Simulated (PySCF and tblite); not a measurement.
C₈H₁₂BF, numbered as in [CH3:1][C:2]#[C:3][C@@H:4]1[CH2:5][CH2:6][CH2:7][B:8]([F:9])[CH2:10]1. The ensemble was built from 200 distance-geometry starts (ETKDG and KDG, UFF, GFN2-xTB) and rests on GFN2-xTB geometries. Weights use PBE0-D3(BJ)/def2-SVP energies plus GFN2-xTB zero-point and thermal terms (modes under about 100 cm⁻¹ blended into free rotors). Symmetry numbers and mirror images are counted. Conformers within 2.5 kcal/mol (GFN2-xTB free energy) were kept, 4 at most. GIAO shieldings: KT2/6-31G*. Shifts are against CFCl3 (¹⁹F) at the same level. Run with PySCF (density fitting) and tblite.

The 6-ring runs over atoms 4–5–6–7–8–10.

Two conformers hold nearly all the population. I: 6-ring flattened chair (ring torsions 64, -42, 24, -24, 42, -64°); δ(F9) = -36.40 ppm. II: 6-ring chair (C3 axial); δ(F9) = -32.26 ppm. The average over the ensemble at 298.15 K is -33.95 ppm.

What populations and free-energy difference follow from a two-state model?

p(I) = (-33.95 − (-32.26))/(-36.40 − (-32.26)) = 0.41, so K = p(II)/p(I) = 1.45 and G(II) − G(I) = −RT ln K = -0.22 kcal/mol. The weights computed directly are 40.7 % and 59.3 %.

Unscaled ¹⁹F shifts at such levels can be off by tens of ppm; differences between conformers or isomers are more reliable.


Conformer gaps in def2-SVP on xTB geometries can be 2 kcal/mol too large for S=O, P=O and other polar bonds.